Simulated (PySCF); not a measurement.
**Ge⁻ (germanium, charge -1): BHandHLYP calculation**

Configuration: [Ar] 3d10 4s2 4p3, high-spin 4S determinant. Computed with PySCF 2.14 in aug-cc-pwCVDZ-PP with ECP10MDF, with scalar relativity through the core potential.

| Quantity | Value |
| --- | --- |
| Total energy | -294.4126 hartree |
| One-electron energy | -528.0776 hartree |
| Hartree (Coulomb) energy | 258.5169 hartree |
| Exchange-correlation energy | -24.8519 hartree |
| ⟨S²⟩ | 3.7505 |
| ⟨L²⟩ | 0.000 |
| Sum of ⟨r⟩ | 27.06 bohr |
| Sum of ⟨r²⟩ | 65.40 bohr² |

```csv
shell,electrons,mean orbital energy (hartree),"rms radius, mean of both spins (bohr)"
3s α,1,-6.47590,0.672
3s β,1,-6.46986,0.672
3p α,3,-4.51041,0.704
3p β,3,-4.50341,0.704
3d α,5,-1.11136,0.817
3d β,5,-1.10557,0.817
4s α,1,-0.32664,2.41
4s β,1,-0.22431,2.41
4p α,3,-0.00352,3.80
```

Energies and moments cover only the electrons outside the core potential. The outer electron is barely bound at this level, so radii and moments hang on the diffuse functions.
